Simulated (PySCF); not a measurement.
## J couplings in Ge(vinyl)(OMe)3

Geometry:
```json
{"atom": "Ge1", "x (Å)": "-0.075", "y (Å)": "-0.218", "z (Å)": "0.204"}
{"atom": "C2", "x (Å)": "0.059", "y (Å)": "-0.091", "z (Å)": "2.114"}
{"atom": "C3", "x (Å)": "1.217", "y (Å)": "-0.322", "z (Å)": "2.739"}
{"atom": "H4", "x (Å)": "-0.836", "y (Å)": "0.176", "z (Å)": "2.687"}
{"atom": "H5", "x (Å)": "2.119", "y (Å)": "-0.590", "z (Å)": "2.181"}
{"atom": "H6", "x (Å)": "1.306", "y (Å)": "-0.255", "z (Å)": "3.829"}
{"atom": "O7", "x (Å)": "1.555", "y (Å)": "-0.550", "z (Å)": "-0.377"}
{"atom": "C8", "x (Å)": "1.778", "y (Å)": "-0.875", "z (Å)": "-1.726"}
{"atom": "H9", "x (Å)": "1.125", "y (Å)": "-1.697", "z (Å)": "-2.067"}
{"atom": "H10", "x (Å)": "2.826", "y (Å)": "-1.195", "z (Å)": "-1.837"}
{"atom": "H11", "x (Å)": "1.613", "y (Å)": "-0.008", "z (Å)": "-2.392"}
{"atom": "O12", "x (Å)": "-0.736", "y (Å)": "1.247", "z (Å)": "-0.548"}
{"atom": "C13", "x (Å)": "-0.128", "y (Å)": "2.492", "z (Å)": "-0.332"}
{"atom": "H14", "x (Å)": "-0.038", "y (Å)": "2.742", "z (Å)": "0.742"}
{"atom": "H15", "x (Å)": "-0.746", "y (Å)": "3.271", "z (Å)": "-0.807"}
{"atom": "H16", "x (Å)": "0.884", "y (Å)": "2.545", "z (Å)": "-0.774"}
{"atom": "O17", "x (Å)": "-1.105", "y (Å)": "-1.501", "z (Å)": "-0.426"}
{"atom": "C18", "x (Å)": "-2.465", "y (Å)": "-1.315", "z (Å)": "-0.720"}
{"atom": "H19", "x (Å)": "-3.090", "y (Å)": "-1.323", "z (Å)": "0.193"}
{"atom": "H20", "x (Å)": "-2.797", "y (Å)": "-2.149", "z (Å)": "-1.358"}
{"atom": "H21", "x (Å)": "-2.652", "y (Å)": "-0.369", "z (Å)": "-1.255"}
```

Indirect spin–spin couplings were computed at PBE/pcJ-1 (pcSseg-1 on Ge) (without the spin–dipole term) (PySCF 2.14.0 with density-fitted response routines) on a PBE0-D3(BJ)/def2-SVP structure, for the isolated molecule, without vibrational or relativistic corrections. Couplings are averaged over pairs made equivalent by symmetry, fast rotation or ring inversion, so a value needn't be that of the named pair in this geometry, while other rotamers aren't included; one pair stands for each set, and the list holds those of at least 0.8 Hz over up to four bonds, among pairs with at least one H atom (others weren't computed).

Isotopes: ¹³C, ¹H, ¹⁷O. Couplings to quadrupolar nuclei such as 17O and 33S are rarely resolved in practice.

```tsv
pair	bonds	J (Hz)
C2, H4	1	153.4
C3, H5	1	?
C8, H9	1	133.5
C3, H4	2	-3.7
H5, H6	2	4.0
O7, H9	2	?
H9, H10	2	?
H4, H5	3	17.2
H4, O7	3	-1.3
```

Estimate the withheld couplings, with signs.

## Answers


- ¹J(C3,H5) = 155.5 Hz (mean over equivalent pairs that range from 151.4 to 159.6 Hz in this conformer)
- ²J(O7,H9) = -6.7 Hz (mean over equivalent pairs that range from -14.5 to -2.2 Hz in this conformer)
- ²J(H9,H10) = -9.7 Hz (mean over equivalent pairs that range from -10.7 to -8.5 Hz in this conformer)

Relativistic effects of the heavier atoms present are left out.
